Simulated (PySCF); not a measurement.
C3H4F3N.
SMILES: `C/N=C/C(F)(F)F`

Computed with PySCF at B3LYP/def2-SVPD, non-relativistic, on one gas-phase PBE0-D3(BJ)/def2-SVP geometry that isn't relaxed in the solvent. The solvent is an IEF-PCM continuum (cavity from Bondi-type radii × 1.2), and excitations are vertical TDDFT with non-equilibrium linear response and a frozen core. Specific hydrogen bonds and non-electrostatic terms are outside this model.

```json
{"run": "gas", "E − E(gas) (kcal/mol)": "0.00", "HOMO (eV)": "-7.96", "HOMO–LUMO gap (eV)": "6.45", "dipole (D)": "3.14", "lowest singlet (eV)": "4.85", "static polarisability (au)": "50.0"}
{"run": "P", "E − E(gas) (kcal/mol)": "-4.29", "HOMO (eV)": "-7.82", "HOMO–LUMO gap (eV)": "6.52", "dipole (D)": "3.88", "lowest singlet (eV)": "4.91", "static polarisability (au)": "62.8"}
{"run": "Q", "E − E(gas) (kcal/mol)": "-3.15", "HOMO (eV)": "-7.83", "HOMO–LUMO gap (eV)": "6.49", "dipole (D)": "3.69", "lowest singlet (eV)": "4.88", "static polarisability (au)": "59.2"}
```

**Question.** The runs were made in acetone and chloroform. Which run belongs to which solvent?

**Answer.** P = acetone, Q = chloroform. The dielectric constants are 4.711 (chloroform), 20.49 (acetone), and the energy falls further as ε rises. The optical constants n² used for the excitations are 2.09, 1.85 in the same order. In this model the ground state sees the solvent through ε alone.

**Question.** How constant is the ratio of the lowering to (ε − 1)/(2ε + 1)?

**Answer.** 
```
   solvent  (ε − 1)/(2ε + 1)  E − E(gas) (kcal/mol)  ratio (kcal/mol)  polarisation term (kcal/mol)
chloroform             0.356                  -3.15              -8.8                         -3.59
   acetone             0.464                  -4.29              -9.2                         -5.13
```

The ratio changes by +4.4 % in size from chloroform to acetone. The polarisation term is half the interaction of the solute with the induced surface charges.

The values belong to the conformer `[CH3:1]/[N:2]=[CH:3]/[C:4]([F:5])([F:6])[F:7]`: N2–C3–C4–F5 -128°.
